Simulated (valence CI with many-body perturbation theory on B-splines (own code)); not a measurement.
**Ag XLII: electric-dipole lines**

Method: relativistic CI+MBPT: four valence electrons over a frozen Dirac-Fock core [He], a basis of 11 s, 11 p, 10 d, 8 f, 5 g, 2 h functions for each j, with the one-electron correlation potential Σ1 (screened to all orders), the two-electron term Σ2, the three-electron term Σ3, Breit, model QED; selected single and double excitations, second order for the rest, scaled by the run's own slope (own B-spline code, finite nucleus).

The last digits are not significant, and no measured levels were compared; by estimate large intervals hold to a few tenths of a per cent, small ones and those within an open d or f shell to about a per cent. Among the levels kept, up to 760 cm⁻¹ of a level comes from second order outside the variational space, and about a tenth of that is noise between levels of different J, which matters for small intervals.

Lines 151 to 200 of 550 in falling wavelength, among levels below 4526.5 eV, chosen from the strongest by gf and those to the six lowest levels. Wavelengths and rates use the calculated energies. Electric multipoles are in the length gauge, E1 and E2 with the static RPA response of the core. Weak lines are less certain than strong ones. Lines between different terms over intervals too small for the method are left out, as are lines whose strength nearly cancels. The highest levels of a list are the least certain.

Levels are named by their leading jj configuration (3d3/2^4 stands for four electrons in 3d with j = 3/2), which in mixed levels can hold well under half, so a name can repeat and another be missing. Letters in brackets count levels of one name in rising energy.

| λ vac (Å) | Upper | Lower | A (s⁻¹) | S (a.u.) with core polarisation | S without |
| --- | --- | --- | --- | --- | --- |
| 59.75 | (2p1/2 2p3/2^3) J=2 | (2s 2p3/2^3) J=2 | 3.55e+10 | 1.87e-02 | 1.87e-02 |
| 56.77 | (2p1/2^2 2p3/2^2) J=2 | (2s 2p1/2 2p3/2^2) J=3 | 5.44e+10 | 2.46e-02 | 2.46e-02 |
| 42.06 | (2s 2p3/2^2 3p3/2) J=3 [a] | (2s^2 2p3/2 3p3/2) J=2 | 4.45e+10 | 1.14e-02 | 1.15e-02 |
| 40.33 | (2s 2p3/2^2 3d5/2) J=5 | (2s^2 2p3/2 3d5/2) J=4 | 4.38e+10 | 1.56e-02 | 1.57e-02 |
| 40.27 | (2p1/2 2p3/2^2 3p3/2) J=2 [a] | (2s 2p1/2 2p3/2 3p3/2) J=1 [c] | 7.96e+10 | 1.28e-02 | 1.29e-02 |
| 39.91 | (2p1/2 2p3/2^2 3d3/2) J=1 | (2s 2p1/2 2p3/2 3d3/2) J=1 [c] | 1.13e+11 | 1.06e-02 | 1.06e-02 |
| 39.59 | (2s 2p3/2^2 3p3/2) J=4 | (2s^2 2p3/2 3p3/2) J=3 | 4.21e+10 | 1.16e-02 | 1.16e-02 |
| 39.54 | (2p1/2 2p3/2^2 3d3/2) J=2 | (2s 2p1/2 2p3/2 3d3/2) J=2 [c] | 6.87e+10 | 1.05e-02 | 1.05e-02 |
| 39.51 | (2s 2p3/2^2 3p1/2) J=3 | (2s^2 2p3/2 3p1/2) J=2 | 5.40e+10 | 1.15e-02 | 1.15e-02 |
| 39.14 | (2p1/2 2p3/2^2 3p3/2) J=3 [a] | (2s 2p1/2 2p3/2 3p3/2) J=2 [c] | 9.70e+10 | 2.01e-02 | 2.01e-02 |
| 39.07 | (2s 2p1/2 2p3/2^2) J=2 [a] | (2s^2 2p1/2 2p3/2) J=1 | 6.93e+10 | 1.02e-02 | 1.02e-02 |
| 38.33 | (2p1/2 2p3/2^2 3p3/2) J=3 [b] | (2s 2p1/2 2p3/2 3p3/2) J=2 [d] | 5.38e+10 | 1.05e-02 | 1.05e-02 |
| 38.02 | (2p1/2 2p3/2^2 3p1/2) J=2 [a] | (2s 2p1/2 2p3/2 3p1/2) J=1 [b] | 8.08e+10 | 1.10e-02 | 1.10e-02 |
| 37.25 | (2s 2p1/2 2p3/2^2) J=3 | (2s^2 2p1/2 2p3/2) J=2 | 5.89e+10 | 1.05e-02 | 1.05e-02 |
| 37.21 | (2p1/2 2p3/2^2 3p3/2) J=4 | (2s 2p1/2 2p3/2 3p3/2) J=3 [c] | 1.41e+11 | 3.23e-02 | 3.24e-02 |
| 37.21 | (2p1/2 2p3/2^2 3p1/2) J=2 [b] | (2s 2p1/2 2p3/2 3p1/2) J=1 [c] | 1.28e+11 | 1.63e-02 | 1.64e-02 |
| 36.53 | (2p1/2 2p3/2^2 3s) J=3 | (2s 2p1/2 2p3/2 3s) J=2 [c] | 1.24e+11 | 2.09e-02 | 2.09e-02 |
| 36.47 | (2p1/2 2p3/2^2 3p1/2) J=3 | (2s 2p1/2 2p3/2 3p1/2) J=2 [c] | 1.03e+11 | 1.72e-02 | 1.73e-02 |
| 35.95 | (2p1/2 2p3/2^3) J=1 | (2s 2p1/2 2p3/2^2) J=1 [b] | 1.90e+11 | 1.31e-02 | 1.31e-02 |
| 35.94 | (2p1/2 2p3/2^2 3p3/2) J=2 [b] | (2s 2p1/2 2p3/2 3p3/2) J=1 [d] | 1.27e+11 | 1.45e-02 | 1.45e-02 |
| 35.81 | (2p1/2 2p3/2^2 3s) J=2 [c] | (2s 2p1/2 2p3/2 3s) J=1 [b] | 1.19e+11 | 1.35e-02 | 1.35e-02 |
| 35.03 | (2s 2p3/2^2 3d5/2) J=4 [b] | (2s^2 2p3/2 3d5/2) J=3 | 7.37e+10 | 1.41e-02 | 1.41e-02 |
| 34.84 | (2s 2p1/2 2p3/2 3d5/2) J=4 [c] | (2s^2 2p1/2 3d5/2) J=3 | 1.94e+11 | 3.65e-02 | 3.66e-02 |
| 34.79 | (2s 2p3/2^3) J=2 | (2s^2 2p3/2^2) J=2 | 2.65e+11 | 2.75e-02 | 2.76e-02 |
| 34.79 | (2s 2p3/2^2 3p3/2) J=3 [b] | (2s^2 2p3/2 3p3/2) J=2 | 7.38e+10 | 1.07e-02 | 1.08e-02 |
| 34.65 | (2s 2p1/2 2p3/2 3p3/2) J=3 [c] | (2s^2 2p1/2 3p3/2) J=2 | 2.28e+11 | 3.28e-02 | 3.29e-02 |
| 34.63 | (2s 2p1/2 2p3/2 3d5/2) J=3 [c] | (2s^2 2p1/2 3d5/2) J=2 | 2.19e+11 | 3.14e-02 | 3.15e-02 |
| 34.48 | (2p1/2 2p3/2^3) J=1 | (2s 2p1/2 2p3/2^2) J=1 [a] | 1.76e+11 | 1.07e-02 | 1.07e-02 |
| 34.40 | (2s 2p3/2^2 3d5/2) J=2 [b] | (2s^2 2p3/2 3d5/2) J=1 | 1.47e+11 | 1.48e-02 | 1.48e-02 |
| 34.34 | (2s 2p1/2 2p3/2 3p3/2) J=2 [c] | (2s^2 2p1/2 3p3/2) J=1 | 2.61e+11 | 2.61e-02 | 2.61e-02 |
| 34.32 | (2p1/2^2 2p3/2^2) J=2 | (2s 2p1/2^2 2p3/2) J=1 | 1.69e+11 | 1.69e-02 | 1.69e-02 |
| 34.30 | (2s 2p3/2^2 3d5/2) J=3 [c] | (2s^2 2p3/2 3d5/2) J=3 | 2.06e+11 | 2.88e-02 | 2.89e-02 |
| 34.23 | (2p3/2^4) J=0 | (2s 2p3/2^3) J=1 | 9.45e+11 | 1.87e-02 | 1.87e-02 |
| 34.22 | (2s 2p1/2 2p3/2 3d3/2) J=3 [c] | (2s^2 2p1/2 3d3/2) J=2 | 1.89e+11 | 2.62e-02 | 2.62e-02 |
| 34.13 | (2s 2p1/2 2p3/2 3d3/2) J=2 [d] | (2s^2 2p1/2 3d3/2) J=1 | 2.32e+11 | 2.27e-02 | 2.28e-02 |
| 34.11 | (2p1/2 2p3/2^2 3p3/2) J=1 [c] | (2s 2p1/2 2p3/2 3p3/2) J=1 [c] | 1.54e+11 | 9.06e-03 | 9.08e-03 |
| 34.05 | (2s 2p1/2 2p3/2 3p1/2) J=2 [c] | (2s^2 2p1/2 3p1/2) J=1 | 2.02e+11 | 1.97e-02 | 1.97e-02 |
| 34.02 | (2p1/2 2p3/2^2 3p3/2) J=2 [c] | (2s 2p1/2 2p3/2 3p3/2) J=2 [d] | 1.98e+11 | 1.92e-02 | 1.93e-02 |
| 34.01 | (2p1/2 2p3/2^3) J=2 | (2s 2p1/2 2p3/2^2) J=2 [b] | 3.80e+11 | 3.69e-02 | 3.70e-02 |
| 34.00 | (2s 2p1/2 2p3/2 3p1/2) J=1 [b] | (2s^2 2p1/2 3p1/2) J=1 | 3.24e+11 | 1.89e-02 | 1.89e-02 |
| 33.99 | (2p1/2 2p3/2^2 3p3/2) J=3 [b] | (2s 2p1/2 2p3/2 3p3/2) J=3 [b] | 1.35e+11 | 1.83e-02 | 1.83e-02 |
| 33.99 | (2s 2p1/2 2p3/2 3s) J=1 [b] | (2s^2 2p1/2 3s) J=0 | 1.73e+11 | 1.01e-02 | 1.01e-02 |
| 33.97 | (2s 2p1/2 2p3/2 3d5/2) J=3 [d] | (2s^2 2p1/2 3d5/2) J=3 | 2.82e+11 | 3.82e-02 | 3.82e-02 |
| 33.94 | (2s 2p1/2 2p3/2 3d3/2) J=1 [d] | (2s^2 2p1/2 3d3/2) J=1 | 2.17e+11 | 1.26e-02 | 1.26e-02 |
| 33.91 | (2s 2p1/2 2p3/2 3p1/2) J=1 [c] | (2s^2 2p1/2 3p1/2) J=0 | 2.67e+11 | 1.54e-02 | 1.54e-02 |
| 33.90 | (2p1/2^2 2p3/2 3p3/2) J=1 | (2s 2p1/2^2 3p3/2) J=1 | 1.68e+11 | 9.71e-03 | 9.73e-03 |
| 33.82 | (2s 2p1/2 2p3/2 3d5/2) J=2 [c] | (2s^2 2p1/2 3d5/2) J=2 | 2.64e+11 | 2.52e-02 | 2.53e-02 |
| 33.81 | (2s 2p1/2 2p3/2 3p3/2) J=2 [d] | (2s^2 2p1/2 3p3/2) J=2 | 2.96e+11 | 2.82e-02 | 2.83e-02 |
| 33.75 | (2s 2p1/2 2p3/2 3s) J=2 [c] | (2s^2 2p1/2 3s) J=1 | 2.43e+11 | 2.30e-02 | 2.31e-02 |
| 33.72 | (2s 2p1/2 2p3/2 3d5/2) J=1 [c] | (2s^2 2p1/2 3d5/2) J=2 | 2.74e+11 | 1.56e-02 | 1.56e-02 |
